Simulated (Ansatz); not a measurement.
Reactions of C5H12O, SMILES `CCC(C)CO`.

Gas-phase electronic energies from Ansatz, PBE0-D4/def2-TZVP geometries. CBS: MP2 limit from def2 TZ/QZ plus the TZ coupled-cluster correction, frozen cores. This one scheme is used for every species, atoms too. DFT in def2-TZVPP. B3LYP here is the variant with VWN-RPA as its local correlation; programs differ in this. No spin–orbit coupling; open shells (•) take unrestricted orbitals. Spin–orbit coupling would lower the free atoms: a little for C, O. Bonds to Ga are less sure, by a few kJ/mol each and by 10 to 20 or more in all where they break to atoms, as the def2 sets lack core-valence functions. Scalar relativity is left out up to krypton. One conformer a species, not always the lowest.

```
                                          reaction  B3LYP-D4 (kJ/mol)  ωB97M-V (kJ/mol)  CCSD(T)/CBS(def2) (kJ/mol)
        `CCC(C)CO` → `[CH2]` (triplet) + `CCC(C)O`                415               426                         424
                    `CCC(C)CO` → 5 C• + 12 H• + O•               7087              7106                        7092
        `CCC(C)CO` → `[CH2]` (triplet) + `CC(C)CO`                425               436                         434
                         `CCC(C)CO` → `CC(C)(C)CO`                 -8               -11                         -12
                         `CCC(C)CO` → `CC(C)C(C)O`                -13               -15                         -15
               `CCC(C)CO` → `C[CH]CC`• + `[CH2]O`•                344               373                         380
                             `CCC(C)CO` → `CCCOCC`                 27                33                          37
`CCC(C)CO` + `[OH][GaH2]` → `CC[O][GaH2]` + `CCCO`                 45                54                          57
               `CCC(C)CO` + H₂S → `CCC(C)CS` + H₂O                -32               -32                         -40
              `CCC(C)CO` + CH₃SH → `CSCO` + `CCCC`                 -8                -2                          -1
```

Largest T1 diagnostic: 0.016, for `[CH2]O`•.
